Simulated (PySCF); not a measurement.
Molfile (atoms numbered from 1):
```
CH9NSi2
     RDKit          3D

 13 12  0  0  0  0  0  0  0  0999 V2000
   -2.2162    0.0476   -0.0411 C   0  0  0  0  0  0  0  0  0  0  0  0
   -0.6563   -0.9880    0.0590 Si  0  0  0  0  0  4  0  0  0  0  0  0
    0.7543   -0.0317    0.4376 N   0  0  0  0  0  0  0  0  0  0  0  0
    2.2051    0.2120   -0.4888 Si  0  0  0  0  0  4  0  0  0  0  0  0
   -2.1093    0.8448   -0.7926 H   0  0  0  0  0  0  0  0  0  0  0  0
   -3.0781   -0.5796   -0.3198 H   0  0  0  0  0  0  0  0  0  0  0  0
   -2.4443    0.5196    0.9277 H   0  0  0  0  0  0  0  0  0  0  0  0
   -0.8605   -2.0526    1.0949 H   0  0  0  0  0  0  0  0  0  0  0  0
   -0.3824   -1.6440   -1.2553 H   0  0  0  0  0  0  0  0  0  0  0  0
    0.7674    0.3701    1.3723 H   0  0  0  0  0  0  0  0  0  0  0  0
    2.5944    1.6576   -0.4920 H   0  0  0  0  0  0  0  0  0  0  0  0
    1.9314   -0.2322   -1.8867 H   0  0  0  0  0  0  0  0  0  0  0  0
    3.3809   -0.5548    0.0365 H   0  0  0  0  0  0  0  0  0  0  0  0
  1  2  1  0
  2  3  1  0
  3  4  1  0
  1  5  1  0
  1  6  1  0
  1  7  1  0
  2  8  1  0
  2  9  1  0
  3 10  1  0
  4 11  1  0
  4 12  1  0
  4 13  1  0
M  END
```

Geometry: PBE0-D3(BJ)/def2-SVP; GIAO absolute shieldings from PySCF 2.14, gas phase, non-relativistic, averaged over equivalent atoms.

At PBE0/pcSseg-1 (127 basis functions, 16 s wall time on 1 thread of an Arm Neoverse N1, shared host):
| atoms | σ (ppm) |
| --- | --- |
| C1 | 183.4 |
| Si2 | 373.6 |
| Si4 | 400.8 |
| N3 | 259.2 |
| H8/H9 | 26.50 |
| H11/H12/H13 | 26.52 |
| H5/H6/H7 | 31.05 |
| H10 | 32.16 |

Predict the values at PBE/pcSseg-2 on the same geometry.

Answers


```csv
atoms,σ at PBE/pcSseg-2,change
C1,178.4,-5.0
Si2,345.9,-27.7
Si4,376.0,-24.8
N3,244.3,-14.9
H8/H9,26.15,-0.35
H11/H12/H13,26.17,-0.35
H5/H6/H7,30.99,-0.06
H10,31.82,-0.34
```

The largest change is at Si2 (silicon bonded to C, N, 2 H). Cost: 284 basis functions, 65 s wall time on 1 thread of an Arm Neoverse N1, shared host.
